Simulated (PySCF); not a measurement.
Zn(OH) (HOZn), SMILES [OH][Zn+], charge +1. Geometry: B3LYP-D3(BJ)/def2-TZVP. The multiplicity is an assumed one; other spin states were not compared. The isomer is the one that the SMILES or the coordinates give; other isomers of the formula were not compared.

All values below come from B3LYP-D3(BJ)/def2-TZVP in PySCF.

Harmonic wavenumbers (cm⁻¹): 660, 902, 3712. Rotational constants (GHz): 690.1, 11.58, 11.38; symmetry number 1.

Q: Work out the zero-point energy and the ideal-gas rigid-rotor harmonic-oscillator thermochemistry at 298.15 K and 1 atm.

A: ZPE = ½ Σ hcν = ½ × 5274 cm⁻¹ = 7.54 kcal/mol. H − E(el) = 10.02 kcal/mol. Entropy in cal/(mol K): translation 39.14, rotation 18.81, vibration 0.50, total 58.44. G − E(el) = -7.40 kcal/mol. Cp = 9.35 cal/(mol K).
